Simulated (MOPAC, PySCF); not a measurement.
H3FSi3, SMILES `[SiH]1=[SiH][SiH]1F`, neutral singlet in the gas phase. 

Cartesian coordinates (Å):
```xyz
7

F      1.8182    -0.1919     1.5773
Si     1.0666    -0.2043     0.1496
Si    -0.6628     1.1952    -0.3121
Si    -1.0937    -0.8745    -0.0671
H      2.1570    -0.5426    -0.7923
H     -1.1715     2.5722    -0.5456
H     -2.1137    -1.9541    -0.0098
```
Charge 0, spin multiplicity 1.

All levels are single points at this geometry (B3LYP-D3(BJ)/def2-TZVP); Pople sets use spherical d functions. Orbital energies aren't observables, and empty levels follow the basis.

B3LYP/6-31G* in PySCF gives dipole (D) = 1.54.

Q: Estimate the dipole (D) from each of these levels: B3LYP-D3(BJ)/def2-TZVP in PySCF; PBE-D3(BJ)/def2-TZVP in PySCF; B3LYP/3-21G in PySCF; BP86/6-31G* in PySCF; M06-2X/6-31G* in PySCF; SVWN5/6-31G* in PySCF; HF/3-21G in PySCF; HF/STO-3G in PySCF; AM1 in MOPAC; PM3 in MOPAC; PM6 in MOPAC; PM7 in MOPAC.

A: 
```csv
level,dipole (D)
B3LYP-D3(BJ)/def2-TZVP in PySCF,1.81
PBE-D3(BJ)/def2-TZVP in PySCF,1.69
B3LYP/3-21G in PySCF,1.54
BP86/6-31G* in PySCF,1.37
M06-2X/6-31G* in PySCF,1.63
SVWN5/6-31G* in PySCF,1.49
HF/3-21G in PySCF,2.05
HF/STO-3G in PySCF,1.28
AM1 in MOPAC,0.98
PM3 in MOPAC,1.14
PM6 in MOPAC,1.65
PM7 in MOPAC,2.59
```
